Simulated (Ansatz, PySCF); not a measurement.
System: C₃H₄Cl (charge 0, doublet). It need not be the lowest isomer of its formula. 
Structure (B3LYP-D3(BJ)/def2-TZVP (Ansatz, an electronic-structure program) minimum search):
```
C
C 1 1.3733
H 2 1.0800 1 121.02
C 1 1.3821 2 123.85 3 180.00
H 4 1.0801 1 123.46 2 0.00
H 2 1.0824 3 117.56 1 180.00
H 1 1.0849 2 118.93 3 0.00
Cl 4 1.7190 5 114.33 1 -180.00
```
Charge 0, spin multiplicity 2.

Total electronic energies in hartree. Valence correlation only, unless marked. UHF or UKS for open shells. No spin-orbit coupling. Non-relativistic unless marked X2C. Basis-set limits of correlation are two-point, X^-3; Hartree-Fock from the larger set. [CCSD(T)-MP2]/basis is that difference in the basis named.

The UHF reference is spin-contaminated (<S^2> 0.21 over the pure value in the largest basis). 

```csv
level,program,energy (Eh)
HF/cc-pVTZ,Ansatz,-575.44894
HF/def2-TZVPD,PySCF,-575.44417
HF/cc-pV(Q+d)Z,Ansatz,-575.46125
HF-D4/def2-TZVPD,PySCF + dftd4,-575.46451
PBE-D4/def2-TZVPD,Ansatz + dftd4,-576.57943
BLYP-D3(BJ)/def2-TZVPD,Ansatz + dftd3,-576.87683
revPBE-D3(BJ)/def2-TZVPD,Ansatz + dftd3,-576.82084
r2SCAN-D3(BJ)/def2-TZVPD,Ansatz + dftd3,-576.82166
PBE0-D4/def2-TZVP,Ansatz + dftd4,-576.62716
PBE0/def2-QZVPP,Ansatz,-576.64427
BHLYP-D4/def2-TZVPD,Ansatz + dftd4,___
TPSSh-D3(BJ)/def2-TZVPD,PySCF + dftd3,-576.95405
M06-2X/def2-TZVPD,PySCF,-576.84250
B2GP-PLYP/def2-TZVPD,Ansatz,___
MP2/STO-3G,Ansatz,-569.19009
SCS-MP2/6-31G,Ansatz,-575.57212
CCSD(T)/6-31G,Ansatz,-575.62941
CCSD(T)/6-31G*,Ansatz,-575.91272
CCSD(T)/aug-cc-pV(D+d)Z,Ansatz,-576.01607
CCSD(T)/cc-pwCVTZ,Ansatz,-576.18140
X2C-CCSD(T)/cc-pVTZ-DK,Ansatz,-577.62140
"RI-MP2/CBS(aug-cc-pV(T+d)Z,aug-cc-pV(Q+d)Z)+[CCSD(T)-MP2]/aug-cc-pV(T+d)Z",Ansatz,-576.2684
"RI-MP2/CBS(cc-pV(T+d)Z,cc-pV(Q+d)Z)+[CCSD(T)-MP2]/cc-pV(T+d)Z",Ansatz,-576.2664
```

### Question
Fill in the missing entries.

### Answer

- BHLYP-D4/def2-TZVPD, energy (Eh): -576.85265
- B2GP-PLYP/def2-TZVPD, energy (Eh): -576.60208
